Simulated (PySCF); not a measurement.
Ionisation energy of Cd²⁺ by level of theory

Cd²⁺ [Kr] 4d10 (1S) → Cd³⁺ [Kr] 4d9 (2D), as a difference of total energies. All numbers are calculated (PySCF 2.14, scalar relativity through the core potential, in aug-cc-pwCVDZ-PP with ECP28MDF (6s6p5d3f, 70 functions)). Correlated levels: valence: 4s2 4p6 frozen; valence and next inner shell: nothing frozen outside the core potential. The calculations carry no spin-orbit coupling.

```
                                method  ionisation energy (eV)
                                   UHF                  35.922
                                   LDA                  38.021
                                   PBE                  37.613
                                  PBE0                  37.519
                                r2SCAN                  37.505
                             BHandHLYP                  37.323
                                B2PLYP                  37.583
                                 TPSSh                  37.290
                                 wB97X                  37.434
                         MP2 (valence)                  37.852
                     SCS-MP2 (valence)                  37.638
    MP2 (valence and next inner shell)                  37.621
SCS-MP2 (valence and next inner shell)                  37.382
```

How much does correlation contribute at MP2 (valence and next inner shell)?

37.621 − (35.922) = 1.699 eV, measured against UHF.

The reference lies between the lowest fine-structure levels, while these numbers refer to the centres of the terms.

Errors of the correlated levels include the incompleteness of this basis and the frozen core.

For comparison: 37.468 ± 0.006 eV (measured; NIST Atomic Spectra Database, ionization energies).
